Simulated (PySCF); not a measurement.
# Shapes and spin states of NiBr₂

Method: PySCF, PBE0, basis Ni def2-SVP, Br def2-SVP (no relativity, density fitting).

Relaxations began from a few typed shapes and spin states; open shells are unrestricted. The search is not exhaustive: other isomers or separated fragments can lie lower, and high-lying points may rest on an excited occupation.

Question: Which is the lowest minimum found?
A. singlet (closed shell, unstable to spin polarisation) C2v: Ni–Br 2.168 Å (×2); Br–Ni–Br 115.0°
B. singlet (closed shell, unstable to spin polarisation) D∞h: Ni–Br 2.185 Å (×2); Br–Ni–Br 180.0°
C. triplet D∞h: Ni–Br 2.219 Å (×2); Br–Ni–Br 180.0°
D. triplet D∞h: Ni–Br 2.234 Å (×2); Br–Ni–Br 180.0°
E. singlet (closed shell, unstable to spin polarisation) C2v: Ni–Br 2.168 Å (×2); Br–Ni–Br 116.0°

Answer: C. The others lie at 9.7 (triplet D∞h), 161.5 (singlet C2v), 161.9 (singlet C2v), 183.6 (singlet D∞h, a saddle point) kJ/mol above it.

Formally Ni is in oxidation state +2, d8, with 2 unpaired electrons (the high-spin count). The Mulliken spin on Ni is 1.71. The polar-tensor charge on Ni, 1.10, is far below the formal one.

For the lowest minimum: open d and f shells are described by one determinant, and the ground state may have another occupation or spin.

The electron or spin density has lower symmetry than the nuclear frame for the triplet D∞h at 9.7 kJ/mol, singlet (closed shell, unstable to spin polarisation) D∞h at 183.6 kJ/mol.
